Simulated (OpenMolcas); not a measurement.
## S: effect of the basis set

| Quantity | Value |
| --- | --- |
| Program | OpenMolcas |
| Method | SS-RASPT2, IPEA 0.25 Eh, imaginary shift 0.1 Eh (closed shells correlated: 2s 2p) |
| Active space | 6 electrons in 9 orbitals (RAS2 3s 3p; RAS3 3d, at most 2 electrons) |
| State averaging | 2S+1 = 3 even, 3 roots; 2S+1 = 1 even, 6 roots; 2S+1 = 3 odd, 3 roots |
| Spin-orbit coupling | state interaction with AMFI integrals over the reference wave functions, term energies averaged over their components |

A. ANO-RCC-VTZP [5s4p2d1f], DKH2, point nucleus; CASPT2 step roughly 10 core-seconds
B. ANO-R2 [5s4p3d1f], X2C, finite nucleus; CASPT2 step about 7 core-seconds
C. ANO-RCC-VQZP [6s5p3d2f1g], DKH2, point nucleus; CASPT2 step of the order of 10 core-seconds
D. ANO-RCC [8s7p5d4f2g], DKH2, point nucleus; CASPT2 step about 20 core-seconds

Energies in cm-1 above 3s2 3p4 3P2, the measured ground level; measured values from NIST Handbook of Basic Atomic Spectroscopic Data.

```tsv
Level	A	B	C	D	Measured
3s2 3p4 3P2	0.0	0.0	0.0	0.0	0.0
3s2 3p4 3P1	357	358	360	359	396
3s2 3p4 3P0	521	523	525	524	574
3s2 3p4 1D2	9640	9720	9260	9180	9239
3s2 3p4 1S0	22630	22780	22190	22140	22180
3s 3p5 3P* 2	74990	76110	74280	74140	72023
3s 3p5 3P* 1	75320	76440	74620	74470	72382
3s 3p5 3P* 0	75490	76610	74780	74640	72572
```

Deviations, from unrounded energies. A percentage is the sum of absolute deviations over the sum of measured energies, with the sign that they share, or ± where signs differ.

```
                        Against measurement  Levels     A     B     C     D
             mean absolute deviation (cm-1)       7  1400  1900   970   920
      fine structure of the ground term (%)       2  -9.4  -9.1  -8.8  -9.0
other terms of the ground configuration (%)       2  +2.7  +3.4  +0.1  -0.3
                   other configurations (%)       3  +4.1  +5.6  +3.1  +2.9
```

D lies closest to measurement on these levels and B furthest from it. The largest miss of D in the table is 3s 3p5 3P* 2, by +2100 cm-1. The ranking rests on the paired levels alone, and a cruder setting can come out closer through cancelling errors.

Among A to D the level of the table that moves most is 3s 3p5 3P* 0, by 2000 cm-1 (lowest in D, highest in B). Moves below CASPT2's spread within the term are not significant.

CASPT2 does not keep the components of a term degenerate, so their means are used; among the terms shown or strongly mixed into the levels shown the widest spread is 32 cm-1 (3s2 3p4 1D, D). Active for correlation alone: 3d; no level in the range computed is led by a configuration that fills it, so any true level of that kind is missing. Some terms mix strongly with configurations of 3d, whose occupation reaches 0.30 (3s 3p5 3P*) (figures for A; the like holds for B, C, D). Measured partners are found by configuration, term and J. A level has none where our copy of the source lacks it or the pairing is in doubt (some pairs that miss far off the trend of their configuration count as doubtful), and it then counts in no deviation. Levels of configurations outside the active space are missing.

* marks odd parity.
